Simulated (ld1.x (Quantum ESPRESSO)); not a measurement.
## Transferability test, RRKJ potential for Rb (Z = 37)

- Element: Rb
- Generator: ld1.x (Quantum ESPRESSO) 7.5
- Type: norm-conserving RRKJ (Kleinman–Bylander form)
- Functional: LDA (PZ)
- Relativity: fully relativistic
- Frozen core: [Ar] 3d10
- Valence charge: 9
- Reference configuration: 4s2 4p6 5s1 5p0
- Partial waves: 4s (bound): rc 1.90 bohr; 4p (bound): rc 1.90 bohr; 4d channel at 0.35 Ry: rc 1.90 bohr
- Local potential: all-electron potential smoothed inside 1.75 bohr (lloc = -1)
- Core correction: none
- rho0: 0.001

Open shells are filled in proportion to 2j + 1 (rel_dist='average').

Occupied shells without a wave of their own: 5s. They enter only through the test configuration that unscreens the potential.

Energies are relative to the spin-unpolarised reference configuration 4s2 4p6 5s1 5p0; without spin polarisation the order of configurations can differ from experiment.

Give the all-electron excitation energy and the error of the potential for: 4s2 4p6 5s0 5p0; 4s2 4p6 5s0.5 5p0; 4s2 4p6 5s0 5p1; 4s2 4p5 5s1 5p0; 4s1 4p6 5s1 5p0.

```csv
valence configuration,charge,ΔE all-electron (eV),error AE − PS (meV)
4s2 4p6 5s0 5p0,+1,4.277,-16
4s2 4p6 5s0.5 5p0,+0.5,1.659,-6.3
4s2 4p6 5s0 5p1,0,1.620,-9.2
4s2 4p5 5s1 5p0,+1,21.249,+13
4s1 4p6 5s1 5p0,+1,37.828,+25
```

Levels in the configuration 4s1 4p6 5s1 5p0:

| level | all-electron (eV) | pseudo (eV) |
| --- | --- | --- |
| 4s j=1/2 | -43.987 | -43.932 |
| 4p j=1/2 | -28.009 | -27.969 |
| 4p j=3/2 | -27.004 | -26.964 |
| 5s j=1/2 | -8.369 | -8.395 |
